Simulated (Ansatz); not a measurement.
Job for Ansatz (a program for electronic structure): U-SVWN5/def2-TZVPP on Ni, 2S+1 = 3, a spin state set in the input, which need not be the lowest.

Ansatz 0.2 input:
```yaml
crystal:
  periodic: [false, false, false]
  atoms:
    - {symbol: Ni, position_ang: [0.00000000, 0.00000000, 0.00000000]}
basis:
  gaussian:
    orbitals: def2-TZVPP
hamiltonian:
  xc: {name: SVWN5}
magnetization: {spin_polarized: true, initial_magnetization: 2}
scf: {lower_state_search: full}
```

Program output:

```
Functional definition: SVWN5
[...]
integrals: 0.01 GiB planned
483 factors; their error is unknown
mean field: 0.15 GiB planned
mean field evaluation 1: about -40965.6031 eV, gradient 5.0e1 eV
mean field evaluation 2: about -40526.4322 eV, gradient 3.2e2 eV
mean field evaluation 4: about -40962.8972 eV, gradient 5.3e1 eV
mean field evaluation 8: about -40969.8484 eV, gradient 9.1e0 eV
mean field evaluation 16: about -40965.6031 eV, gradient 5.0e1 eV
mean field evaluation 32: about -40965.1132 eV, gradient 4.3e1 eV
mean field evaluation 64: about -40969.9351 eV, gradient 6.0e-5 eV
mean field evaluation 96: about -40969.9399 eV, gradient 1.3e0 eV
mean field evaluation 128: about -40969.9446 eV, gradient 2.9e-1 eV
mean field evaluation 160: about -40969.9272 eV, gradient 3.5e0 eV
mean field evaluation 192: about -40969.9301 eV, gradient 1.8e0 eV
mean field evaluation 224: about -40969.9622 eV, gradient 9.2e-2 eV
mean field evaluation 256: about -40969.9463 eV, gradient 1.1e-3 eV
mean field evaluation 288: about -40969.8329 eV, gradient 1.0e1 eV
mean field evaluation 320: about -40969.9463 eV, gradient 1.9e-3 eV
mean field -40969.94628722 eV, -1505.6177556284 hartree, gradient 6.3e-6 eV, S^2 2.000119; 11 other end points of the search recorded, 0 dependent functions left out
reference -40969.94631141 eV, -1505.6177565174 hartree; 15, 13 occupied and 49, 51 virtual orbitals, 483 factors
Total energy: -40969.94631141 eV, -1505.6177565174 hartree
```

The run converged.

Cost: very roughly 8 core-seconds.
